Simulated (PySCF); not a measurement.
CH₈N₂Si₃, SMILES [SiH2]1[SiH2]N=C[SiH2]N1.

Coordinates come from a PBE0-D3(BJ)/def2-SVP optimisation. The structure was generated by enumeration, and PubChem lists no compound with its InChIKey, so it may never have been made.

Two levels are set side by side: PBE/def2-TZVP (PySCF) and r2SCAN/def2-TZVP (PySCF). Same geometry, gas phase. Differences are taken from unrounded values.

```json
[
 {"quantity": "orbital gap (eV)", "r2SCAN": "3.14", "PBE": "2.77", "PBE minus r2SCAN": "-0.37"},
 {"quantity": "highest occupied level (eV)", "r2SCAN": "-5.41", "PBE": "-5.20", "PBE minus r2SCAN": "0.21"},
 {"quantity": "lowest empty level (eV)", "r2SCAN": "-2.27", "PBE": "-2.43", "PBE minus r2SCAN": "-0.16"},
 {"quantity": "dipole moment (D)", "r2SCAN": "1.98", "PBE": "1.88", "PBE minus r2SCAN": "-0.10"},
 {"quantity": "mean polarisability (bohr³)", "r2SCAN": "104.8", "PBE": "108.1", "PBE minus r2SCAN": "3.3"}
]
```

Rough cost on one machine, each run with all the roots and properties that it gave: r2SCAN against PBE about 4 times.
